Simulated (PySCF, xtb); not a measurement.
C3H7ClSi, SMILES C1([SiH2]Cl)CC1.

GFN2-xTB (xtb) at its own geometry gives an orbital gap of 5.80 eV and a dipole moment of 2.05 D.

Geometry optimised at PBE-D3(BJ)/def2-SVP. This is a generated structure with no PubChem entry under its InChIKey; it may be hypothetical. One conformer was computed; it need not be the lowest.

**Question.** What does PBE0/def2-TZVP run with PySCF give? (The exact figures need the calculation; the answer reports its results.)

**Answer.** gap 8.66 eV (levels -8.36 and 0.30 eV), dipole 2.16 D.
